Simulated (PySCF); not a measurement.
Si(F)(OH)(NH2)2 (FH₅N₂OSi), SMILES N[Si](N)(O)F. Geometry optimised at B3LYP-D3(BJ)/def2-SVP. The structure was generated by enumeration, and PubChem lists no compound with its InChIKey, so it may never have been made. Other conformers were not sampled.

Calculation: B3LYP-D3(BJ)/def2-SVP run with PySCF.

Harmonic wavenumbers (cm⁻¹): 159, 222, 251, 261, 312, 340, 347, 348, 379, 435, 747, 775, 804, 833, 897, 968, 989, 1526, 1533, 3589, 3600, 3686, 3702, 3882. Rotational constants (GHz): 3.978, 3.855, 3.365; symmetry number 1.

Question: Work out the zero-point energy and the ideal-gas rigid-rotor harmonic-oscillator thermochemistry at 298.15 K and 1 atm.

Answer: ZPE = ½ Σ hcν = ½ × 30586 cm⁻¹ = 182.95 kJ/mol. H − E(el) = 205.19 kJ/mol. Entropy in J/(mol K): translation 165.69, rotation 109.77, vibration 66.64, total 342.10. G − E(el) = 103.19 kJ/mol. Cp = 119.62 J/(mol K).
